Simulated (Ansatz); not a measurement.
Ansatz (a program for electronic structure) input (RI-MP2/cc-pV(Q+d)Z):
A basis named .json is the Basis Set Exchange file of that set.

Ansatz 0.2 input:
```yaml
crystal:
  periodic: [false, false, false]
  atoms:
    - {symbol: B, position_ang: [-0.00000000, -0.00000000, -0.63426056]}
    - {symbol: O, position_ang: [-0.00000000, -0.00000000, -1.83903293]}
    - {symbol: Cl, position_ang: [0.00000000, 0.00000000, 1.05197449]}
basis:
  gaussian:
    orbitals: cc-pV_Q+d_Z.json
    fitting: {mean_field: def2-universal-jkfit, correlation: cc-pVQZ-RIFIT.json}
magnetization: {spin_polarized: false}
correlation: {method: mp2, electrons: outside_noble_gas}
```

End of the output:

```
integrals: 0.09 GiB planned
280 factors; integrals over basis functions are off by at most 1.5e0 eV
422 factors; integrals over basis functions are off by at most 7.5e-1 eV
mean field: 0.32 GiB planned
mean field evaluation 1: about -15212.7364 eV, gradient 4.4e1 eV
mean field evaluation 2: about -15213.8108 eV, gradient 4.1e1 eV
mean field evaluation 4: about -15216.5199 eV, gradient 6.7e-1 eV
mean field evaluation 8: about -15216.5225 eV, gradient 3.0e-6 eV
mean field -15216.52250721 eV, -559.1968880106 hartree, gradient 3.0e-6 eV, S^2 0.000000; 0 other end points of the search recorded, 0 dependent functions left out
7 core orbitals not correlated
reference -15216.52250721 eV, -559.1968880106 hartree; 8, 8 occupied and 159, 159 virtual orbitals, 422 factors
second order -15.03929610 eV of doubles, -0.00000000 eV of singles
Total energy: -15231.56180331 eV, -559.7495719482 hartree
```
